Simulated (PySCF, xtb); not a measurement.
Ge(F)3(OSiH3) (F₃GeH₃OSi), SMILES [Ge]([F])([O][SiH3])([F])[F].

xtb 6.7.1 with GFN2-xTB at its own geometry gives an orbital gap of 5.77 eV and a dipole moment of 3.76 D.

Geometry: r2SCAN-D4/def2-SVP. The values are those of a single conformer.

What does HF/def2-TZVP (PySCF) give? (Estimate from the structure and the level; the computed values follow.)

gap 15.49 eV (levels -13.31 and 2.18 eV), dipole 2.35 D.
